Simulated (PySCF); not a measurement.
Species: CH10ClNSi3.
SMILES: `N[SiH2][C@H]([SiH3])[SiH2]Cl`

Jobs on this species (16 atoms, 82 electrons) with PySCF (density fitting). Hardware of each: an AMD EPYC 7B13 with one thread, shared host. The host was shared with other jobs, so the times are rough. Peak memory is the resident size of the whole Python process, interpreter and libraries included.

**Question.** Rank these jobs by wall time, shortest first.
A. HCTH407/ANO-RCC-VDZP; spin–spin couplings from 15 perturbed nuclei, spin–dipole term for 4 of them; 150 basis functions
B. PBE0/pcSseg-1, fitting basis def2-universal-jkfit; shieldings; 180 basis functions
C. PW91/pcSseg-1, fitting basis def2-universal-jkfit; shieldings, density and orbital grids written; 180 basis functions

**Answer.** B (19 s), C (34 s), A (84 s).

All jobs:

```tsv
level and settings	work	basis functions	SCF cycles	wall time	peak memory
PBE0/pcSseg-1, fitting basis def2-universal-jkfit	shieldings	180	10	19 s	0.76 GiB
BHandHLYP/pcSseg-1	shieldings, charges and field gradients	180	11	22 s	0.86 GiB
PW91/pcSseg-1, fitting basis def2-universal-jkfit	shieldings, density and orbital grids written	180	11	34 s	0.65 GiB
HCTH407/ANO-RCC-VDZP	spin–spin couplings from 15 perturbed nuclei, spin–dipole term for 4 of them	150	13	84 s	0.62 GiB
```

**Question.** What do all jobs in the table cost together?

**Answer.** About 2.6 min; the longest takes about 53 % of that, and about 4.4 times as long as the shortest.
